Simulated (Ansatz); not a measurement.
Y3O3⁺, relaxed as a singlet with RKS r2SCAN-D4/def2-SVP in Ansatz, starting from the GFN1-xTB geometry. Force threshold 0.02 eV/Å.

In the def2 sets Y takes a core potential; there is no spin–orbit coupling. The restricted singlet is unstable towards broken spin symmetry in Hartree–Fock (as tested in another run); at r2SCAN-D4/def2-SVP this wasn't settled. The relaxation made no stability test and no search for a lower SCF solution. No other spin state of charge 1 was run. The structure comes from a short search, and lower isomers may exist.

Start:

```
atom   x (Å)   y (Å)   z (Å)
  Y1  -0.734  -2.020   0.268
  Y2  -0.737   0.969   1.619
  Y3  -0.093   1.215  -1.360
  O4  -1.298  -0.188  -1.931
  O5   1.507  -0.043   0.003
  O6   1.355   0.067   1.402
```

| step | energy (eV) | largest force component (eV/Å) | SCF passes |
| --- | --- | --- | --- |
| 1 | -9255.0640 | 2.456 | 65 |
| 2 | -9257.0460 | 2.836 | 32 |
| 3 | -9258.4927 | 2.729 | 31 |
| 4 | -9259.0698 | 2.603 | 33 |
| 5 | -9259.2395 | 1.022 | 32 |
| 6 | -9259.3167 | 0.336 | 29 |
| 7 | -9259.3352 | 0.198 | 25 |
| 8 | -9259.3741 | 0.289 | 32 |
| 9 | -9259.3973 | 0.605 | 39 |
| 10 | -9259.5667 | 2.265 | 42 |
| 11 | -9260.4192 | 6.469 | 44 |
| 12 | -9263.0358 | 4.752 | 34 |
| 13 | -9264.4684 | 2.088 | 30 |
| 14 | -9265.3788 | 1.879 | 31 |
| 15 | -9265.9680 | 0.895 | 30 |
| 16 | -9266.2709 | 0.609 | 28 |
| 17 | -9266.5101 | 0.403 | 28 |
| 18 | -9266.6373 | 0.719 | 28 |
| 19 | -9266.6715 | 0.472 | 23 |
| 20 (rejected) | -9266.6559 | 0.513 | 22 |
| 21 | -9266.6871 | 0.040 | 23 |
| 22 | -9266.6877 | 0.022 | 24 |
| 23 | -9266.6878 | 0.003 | 25 |

Force components are those of the run's own axes.

End:

Cartesian coordinates in Å:
```
Y 0.404 -1.454 -0.137
Y 0.262 1.163 1.644
Y -0.638 1.209 -1.501
O -0.980 -0.754 -1.457
O 1.020 0.636 -0.282
O -0.068 -0.801 1.733
```

Bonds lost: O5–O6 (atoms count from 1).

No frequencies were taken in this run, so the end may be a saddle point.

It took 99 s on 4 threads of Arm Neoverse V1 on a shared host.
